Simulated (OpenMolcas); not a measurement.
An OpenMolcas run meant for Ho V (ANO-RCC-VQZP, DKH2; inactive shells 1s 2s 2p 3s 3p 3d 4s 4p 4d 5s 5p; intended active space 9 electrons in 7 orbitals (4f)). One step of its input:

```
&RASSCF
FileOrb=start.orb
Symmetry=2
Spin=7
nActEl=9 0 0
Inactive=15 12
Ras2=0 7
CIRoot=21 21 1
SDav=21
CIMx=300
Iter=68 100
PrWF=0.3
OrbListing=Nothing
MaxOrb=0
Atom
>>> COPY $Project.JobIph JOB001
```

Lines from the output:

```
--- SEWARD ---
Basis set label: HO.ANO-RCC...9S8P6D4F3G2H.

      Electronic valence basis set:
      ------------------
      Associated Effective Charge  67.000000 au
      Associated Actual Charge     67.000000 au
      Nuclear Model: Point charge

      Shell  nPrim  nBasis  Cartesian Spherical Contaminant
         s      25       9        X
         p      22       8        X
         d      15       6                 X
         f      11       4                 X
         g       4       3                 X
         h       2       2                 X
                  Relativistic Douglas-Kroll-Hess integrals:
                    - DKH order of Hamiltonian: 2
                    - DKH order of Properties : 0
                  Atomic mean-field integrals
--- RASSCF ---

 Nr of active orbitals     NAC=   7
 Spin degeneracy         ISPIN=   7
 There can be no such wave function.
 ************************************************
--- Stop Module: rasscf at  /rc=_RC_INPUT_ERROR_ ---
.####################.
.# User input error #.
.####################.
```

Problem. What is wrong with the input?

Solution. The spin multiplicity does not fit the number of active electrons: an even count needs an odd multiplicity and the reverse.
